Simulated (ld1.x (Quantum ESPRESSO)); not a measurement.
## Cutoff test, Pb, TM

* Element: Pb (Z = 82)
* Generator: ld1.x (Quantum ESPRESSO) 7.5
* Type: norm-conserving Troullier–Martins (Kleinman–Bylander form)
* Functional: LDA (PZ)
* Relativity: scalar-relativistic
* Frozen core: [Xe] 4f14 5d10
* Valence charge: 4
* Reference configuration: 6s2 6p2
* Partial waves: 6s (bound): rc 2.15 bohr; 6p (bound): rc 2.60 bohr
* Local potential: all-electron potential smoothed inside 2.45 bohr (lloc = -1)
* Core correction: a·sin(br)/r model core, default radius (core density twice the valence density)

The pseudo-atom Hamiltonian at the reference potential is diagonalised in spherical Bessel functions j_l(qr) that vanish at 20 bohr, with q² up to the cutoff. All-electron valence levels (Ry): 6s -0.9058, 6p -0.2727.

Task: How do the lowest levels (Ry) of each channel move with the cutoff, and are there ghosts?

Result:

| cutoff (Ry) | s #1 | p #1 | p #2 | d #1 | d #2 | f #1 | Σ f·Δε (mRy) |
| --- | --- | --- | --- | --- | --- | --- | --- |
| 8 | -0.8846 | -0.2685 | 0.0251 | 0.0121 | 0.0810 | 0.1053 | 51.4 |
| 10 | -0.8956 | -0.2711 | 0.0249 | 0.0082 | 0.0791 | 0.1053 | 24.3 |
| 15 | -0.8982 | -0.2725 | 0.0248 | 0.0051 | 0.0777 | 0.1053 | 16.1 |
| 18 | -0.9002 | -0.2725 | 0.0248 | 0.0046 | 0.0775 | 0.1053 | 12.2 |
| 25 | -0.9043 | -0.2728 | 0.0248 | 0.0045 | 0.0775 | 0.1053 | 3.4 |
| 30 | -0.9054 | -0.2728 | 0.0248 | 0.0045 | 0.0775 | 0.1053 | 1.0 |
| 40 | -0.9056 | -0.2728 | 0.0248 | 0.0045 | 0.0775 | 0.1053 | 0.6 |
| 45 | -0.9057 | -0.2728 | 0.0248 | 0.0045 | 0.0775 | 0.1053 | 0.4 |
| 400 | -0.9059 | -0.2728 | 0.0248 | 0.0045 | 0.0775 | 0.1053 | 0.0 |

Result: no extra level below or beside the all-electron valence levels (s, p, d, f tested); 10 mRy is reached at 21 Ry and 1 mRy at 35 Ry.

Its largest configuration-test error is -573 meV.
